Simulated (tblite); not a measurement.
C₅H₆BBr.
Bonds: C1–C2 (double), C2–B3, B3–Br4, C2–C5, C5–C6 (triple), C6–C7. Hydrogens: H8, H9 on C1; H10 on B3; H11, H12, H13 on C7.

Computed with GFN2-xTB (tblite), gas phase: L-BFGS steps from a force-field or distance-geometry start until the largest atomic force falls under 0.01 eV/Å.

The end geometry, which sets the zero of energy:
```
atom  x, y, z in Å
C1      1.6687   -1.5001    0.0819
C2      1.1701   -0.2490    0.0940
B3      2.0405    1.0291    0.2337
Br4     3.8946    0.9128    0.4035
C5     -0.2347   -0.0603   -0.0241
C6     -1.4159    0.1430   -0.1236
C7     -2.8360    0.3756   -0.2467
H8      2.7277   -1.6863    0.1660
H9      1.0325   -2.3659   -0.0127
H10     1.5569    2.0974    0.2403
H11    -3.3277    0.1750    0.7052
H12    -3.2586   -0.2824   -1.0059
H13    -3.0226    1.4115   -0.5293
```

Question: These geometries come from the run, each turned onto the end geometry. Order them by energy, lowest first.
A.
```
atom  x, y, z in Å
C1      1.6782   -1.4911   -0.0374
C2      1.1791   -0.2251    0.0093
B3      2.1269    1.0309    0.1363
Br4     3.5688    1.0075    1.3773
C5     -0.2403   -0.0224   -0.0491
C6     -1.4346    0.1567   -0.1059
C7     -2.8756    0.3567   -0.1621
H8      2.7434   -1.6825    0.0044
H9      1.0416   -2.3405   -0.1214
H10     1.9781    1.9664   -0.5674
H11    -3.2949    0.1368    0.8254
H12    -3.3431   -0.2882   -0.9027
H13    -3.1321    1.3953   -0.4245
```
B.
```
atom  x, y, z in Å
C1      1.6808   -1.4963    0.0697
C2      1.1660   -0.2510    0.0512
B3      2.0369    1.0260    0.2085
Br4     3.8563    0.8884    0.6031
C5     -0.2387   -0.0702   -0.0849
C6     -1.4229    0.1298   -0.1495
C7     -2.8435    0.3793   -0.2251
H8      2.7422   -1.6606    0.1766
H9      1.0689   -2.3787   -0.0385
H10     1.5816    2.1029    0.0914
H11    -3.2995    0.1768    0.7429
H12    -3.3048   -0.2651   -0.9724
H13    -3.0278    1.4193   -0.4906
```
C.
```
atom  x, y, z in Å
C1      1.6684   -1.5085    0.0584
C2      1.1810   -0.2543    0.0197
B3      2.0354    1.0291    0.1871
Br4     3.7992    0.9419    0.7859
C5     -0.2162   -0.0554   -0.1451
C6     -1.3980    0.1514   -0.2203
C7     -2.8222    0.3793   -0.2102
H8      2.7196   -1.7057    0.1983
H9      1.0272   -2.3665   -0.0696
H10     1.5747    2.0816   -0.0388
H11    -3.1969    0.1552    0.7878
H12    -3.3290   -0.2652   -0.9257
H13    -3.0476    1.4176   -0.4454
```
D.
```
atom  x, y, z in Å
C1      1.6559   -1.5106    0.0160
C2      1.1823   -0.2515    0.0009
B3      2.0557    1.0286    0.1556
Br4     3.7150    0.9921    1.0200
C5     -0.2140   -0.0458   -0.1603
C6     -1.3978    0.1636   -0.1662
C7     -2.8226    0.3716   -0.1754
H8      2.6984   -1.7261    0.1792
H9      1.0103   -2.3624   -0.1258
H10     1.6916    2.0725   -0.2450
H11    -3.2303    0.1481    0.8083
H12    -3.2933   -0.2835   -0.9037
H13    -3.0558    1.4038   -0.4214
```
E.
```
atom  x, y, z in Å
C1      1.6533   -1.4799   -0.0215
C2      1.1775   -0.2261    0.0091
B3      2.0868    1.0257    0.1290
Br4     3.5568    0.9785    1.2762
C5     -0.2200   -0.0209   -0.0984
C6     -1.4082    0.1599   -0.0988
C7     -2.8351    0.3585   -0.1510
H8      2.7041   -1.6806    0.0867
H9      1.0135   -2.3335   -0.1630
H10     1.8774    1.9948   -0.4950
H11    -3.2723    0.1343    0.8226
H12    -3.2740   -0.3015   -0.8987
H13    -3.0644    1.3913   -0.4150
```

Answer: B (0.006 eV), C (0.020 eV), D (0.034 eV), E (0.062 eV), A (0.140 eV).

In the order of the answer:

```csv
step,E above end (eV),largest force (eV/Å),rms force component (eV/Å),rms distance from end (Å),rms bond change (Å),bond most changed (Å)
48,0.006,0.08,0.029,0.080,0.001,B3–H10 +0.002
36,0.020,0.09,0.030,0.156,0.001,C6–C7 -0.002
28,0.034,0.17,0.056,0.245,0.003,B3–Br4 +0.006
16,0.062,0.12,0.044,0.357,0.003,C2–C5 -0.006
2,0.140,1.22,0.292,0.398,0.016,B3–Br4 +0.037
```

The cost below is that of the whole relaxation. Hardware: one thread, Arm Neoverse V2 (aarch64), no GPU (shared host). Cost: 0.35 s of wall time.
